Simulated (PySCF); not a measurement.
C5H10SSi.
SMILES: `C1C=C(C[SiH3])SC1`

A PySCF run (density fitting, gas phase, GFN2-xTB geometry) gave HOMO -5.51 eV, LUMO -0.28 eV, dipole 1.49 D.

Problem. Which of these levels was it?
A. revPBE/def2-SVPD
B. LDA/aug-cc-pVDZ
C. X3LYP/6-31++G**
D. LDA/pcseg-1

Solution. C. It is X3LYP/6-31++G**. All candidates on this geometry:

```json
{"level and settings": "LDA/aug-cc-pVDZ, energy threshold 1e-07 Eh, start guess vsap", "kind": "LDA", "basis functions": "259", "SCF cycles": "15", "E (Eh)": "-879.8593", "HOMO (eV)": "-4.78", "LUMO (eV)": "-0.93", "dipole (D)": "1.50"}
{"level and settings": "LDA/pcseg-1, start guess vsap, energy threshold 1e-06 Eh", "kind": "LDA", "basis functions": "156", "SCF cycles": "13", "E (Eh)": "-879.7925", "HOMO (eV)": "-4.76", "LUMO (eV)": "-0.81", "dipole (D)": "1.46"}
{"level and settings": "revPBE/def2-SVPD, level shift 0.3 Eh, start guess huckel", "kind": "GGA", "basis functions": "231", "SCF cycles": "17", "E (Eh)": "-883.6784", "HOMO (eV)": "-4.64", "LUMO (eV)": "-0.62", "dipole (D)": "1.49"}
{"level and settings": "X3LYP/6-31++G**", "kind": "global hybrid", "basis functions": "194", "SCF cycles": "14", "E (Eh)": "-884.0320", "HOMO (eV)": "-5.51", "LUMO (eV)": "-0.28", "dipole (D)": "1.49"}
```

The nearest other candidate, by the summed differences of HOMO and LUMO, is revPBE/def2-SVPD: its HOMO differs by +0.87 eV and its LUMO by -0.34 eV. Cycle counts include a coarse-grid stage where the run had one. All basis functions are spherical, in the Pople sets too.

Conformer computed: `[SiH3:1][CH2:2][C:3]1=[CH:4][CH2:5][CH2:6][S:7]1`: Si1–C2–C3–C4 -103°.
